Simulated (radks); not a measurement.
These are the eigenvalues of the occupied orbitals of an atom or ion with whole-number occupations (eV). All-electron calculation, Dirac Kohn-Sham, PBE, spin-unpolarised, spherical densities, point nucleus. Program: a radial shooting solver on a logarithmic mesh with Libxc functionals.

| orbital | eigenvalue |
|---|---|
| 1s1/2 | -7680.006 |
| 2s1/2 | -989.2105 |
| 2p1/2 | -869.9523 |
| 2p3/2 | -855.1402 |
| 3s1/2 | -186.5934 |
| 3p1/2 | -150.3746 |
| 3p3/2 | -148.3406 |
| 3d3/2 | -89.1665 |

Which element is it, and in what charge state? The configuration may be excited. Open shells, if any, fill j = l - 1/2 first.

Answer. Z = 27, cobalt, charge +5: Co5+ in [Ar] 3d4. The list shows which subshells hold electrons but not how many an open one holds; the 1s level, -282.24 hartree, gives Z - s = 23.8 by -(Z - s)^2/2, which with screening and relativity narrows Z to a few neighbours, and the depths of the outer levels then fix element, charge and occupations together.
